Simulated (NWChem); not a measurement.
## Basis-set convergence for BF$_{2}$I

```xyz
4

B      0.0000     0.0000     1.3235
F     -1.1287     0.0000     1.9868
F      1.1287     0.0000     1.9868
I      0.0000     0.0000    -0.7996
```
Charge 0, spin multiplicity 1.

Everything below was run with NWChem. All single points use one geometry, from PBE0/def2-SVP with def2 effective core potentials on I, a minimum by its harmonic frequencies.

Quantity: LUMO energy at the level PBE.

Effective core potentials replace the inner electrons of I; spin-orbit coupling is left out. The structure started from a generated list of species.

```json
[
 {"basis": "def2-SVP", "functions": "68", "LUMO energy (eV)": "[?]"},
 {"basis": "def2-SVPD", "functions": "101", "LUMO energy (eV)": "[?]"},
 {"basis": "def2-TZVP", "functions": "143", "LUMO energy (eV)": "-1.64"},
 {"basis": "def2-TZVPP", "functions": "143", "LUMO energy (eV)": "-1.64"},
 {"basis": "def2-TZVPD", "functions": "176", "LUMO energy (eV)": "-1.71"},
 {"basis": "def2-QZVP", "functions": "253", "LUMO energy (eV)": "[?]"}
]
```

Problem. Some entries are withheld; supply them.

Solution. 
- def2-SVP, LUMO energy (eV): -1.42
- def2-SVPD, LUMO energy (eV): -1.80
- def2-QZVP, LUMO energy (eV): -1.69
